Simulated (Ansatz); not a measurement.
An input meant for the cluster Be₆ (charge 0, singlet).

```yaml
crystal:
  periodic: [false, false, false]
  atoms:
    - {symbol: Be, position_ang: [-1.713631, -1.246917, -1.200890]}
    - {symbol: Be, position_ang: [0.086001, 0.547967, 1.374795]}
    - {symbol: Be, position_ang: [1.896467, -0.093266, 0.765438]}
    - {symbol: Xx, position_ang: [0.193543, -0.944094, -0.268800]}
    - {symbol: Be, position_ang: [-1.270247, 0.547659, -0.323764]}
    - {symbol: Be, position_ang: [0.807876, 1.188661, -0.346779]}
basis:
  gaussian: {orbitals: x2c-TZVPPall}
hamiltonian: {xc: {name: PBE}}
scf: {omitted_lower_state_checks: [starts]}
output: {forces: true}
```

```sh
$ ansatz run in.yaml --threads 4 --pin off --events-out ev --progress --plain --max-ram 3916MiB
```

Shortened log:

```
Error: YAML parse error: error: line 7 column 16: `Xx` is not an element symbol (H … Og, case-exact)
 --> <input>:7:16
5 |     - {symbol: Be, position_ang: [0.086001, 0.547967, 1.374795]}
6 |     - {symbol: Be, position_ang: [1.896467, -0.093266, 0.765438]}
7 |     - {symbol: Xx, position_ang: [0.193543, -0.944094, -0.268800]}
8 |     - {symbol: Be, position_ang: [-1.270247, 0.547659, -0.323764]}
9 |     - {symbol: Be, position_ang: [0.807876, 1.188661, -0.346779]}
```

Problem. What is wrong with this run?

Solution. An element symbol is wrong. The program refused the input.
